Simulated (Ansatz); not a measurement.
Ansatz (a quantum-chemistry and plane-wave program) input (CCSD(T)/def2-SV(P)): A basis named .json is the Basis Set Exchange file of that set (core-valence sets with the plain set on hydrogen).

Ansatz 0.2 input:
```yaml
crystal:
  periodic: [false, false, false]
  atoms:
    - {symbol: F, position_ang: [0.00000000, 0.00000000, 0.00000000]}
basis:
  gaussian:
    orbitals: def2-SV_P_.json
magnetization: {spin_polarized: true, initial_magnetization: 1}
correlation: {method: ccsd_t, electrons: outside_noble_gas}
scf: {lower_state_search: full}
```

Output:

```
Functional definition: HF
integrals: 0.00 GiB planned
71 factors; integrals over basis functions are off by at most 8.0e-5 eV
mean field: 0.04 GiB planned
mean field evaluation 1: about -2701.5085 eV, gradient 7.1e0 eV
mean field evaluation 2: about -2701.5087 eV, gradient 7.1e0 eV
mean field evaluation 4: about -2701.6549 eV, gradient 6.3e-1 eV
mean field evaluation 8: about -2701.6567 eV, gradient 3.4e-4 eV
mean field evaluation 16: about -2701.6567 eV, gradient 2.5e-2 eV
mean field evaluation 32: about -2701.6567 eV, gradient 1.0e-1 eV
mean field evaluation 64: about -2701.6549 eV, gradient 4.8e-1 eV
mean field -2701.65666547 eV, -99.2840512072 hartree, gradient 2.3e-6 eV, S^2 0.752413; 6 other end points of the search recorded, 0 dependent functions left out
1 core orbitals not correlated
reference -2701.65666547 eV, -99.2840512072 hartree; 4, 3 occupied and 9, 10 virtual orbitals, 71 factors
second order -3.76551927 eV of doubles, -0.00000000 eV of singles
coupled cluster: 0.04 GiB planned
cycle   1  -4.01000104 eV  change   -2.4e-1 eV  update   2.1e-2
cycle   2  -4.06731400 eV  change   -5.7e-2 eV  update   5.9e-3
cycle   3  -4.07499170 eV  change   -7.7e-3 eV  update   1.8e-3
cycle   4  -4.07480909 eV  change    1.8e-4 eV  update   5.7e-4
cycle   5  -4.07488616 eV  change   -7.7e-5 eV  update   9.3e-5
cycle   6  -4.07489187 eV  change   -5.7e-6 eV  update   1.3e-5
cycle   7  -4.07489262 eV  change   -7.5e-7 eV  update   1.9e-6
perturbative correction -0.02492082 eV, -0.0009158232 hartree
Total energy: -2705.75647890 eV, -99.4347165721 hartree
```
